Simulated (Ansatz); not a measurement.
Nan (charge +1): r2SCAN/def2-TZVP single points in Ansatz on relaxed structures, gas phase. Each cluster is the lowest isomer that a short search found in that spin, judged at the geometry's level, and lower ones may exist. HOMO and LUMO are taken over both spins. Singlets are spin-restricted. The structures are stationary points that may keep the symmetry of their start. Remarks come from the PBE and PBE0 runs and from stability tests at other levels; not every state was tested.

| species | atoms | state | geometry | HOMO (eV) | LUMO (eV) | gap (eV) | lowest of the spins relaxed | point group (within 0.1 Å) | remarks |
| --- | --- | --- | --- | --- | --- | --- | --- | --- | --- |
| Na5⁺ | 5 | singlet | r2SCAN/def2-SVP | -6.09 | -4.54 | 1.55 | singlet, of singlet/triplet/quintet | – | – |
| Na8⁺ | 8 | doublet | r2SCAN/def2-SVP | -5.77 | -4.84 | 0.93 | – | – | – |
| Na9⁺ | 9 | singlet | r2SCAN/def2-SVP | -5.70 | -4.31 | 1.39 | – | – | restricted SCF unstable in HF |
| Na11⁺ | 11 | singlet | PBE/def2-SVP | -5.43 | -4.74 | 0.69 | – | – | restricted SCF unstable in HF |

The gap (eV) runs from 0.69 (Na11⁺) to 1.55 (Na5⁺). It alternates from one size to the next.
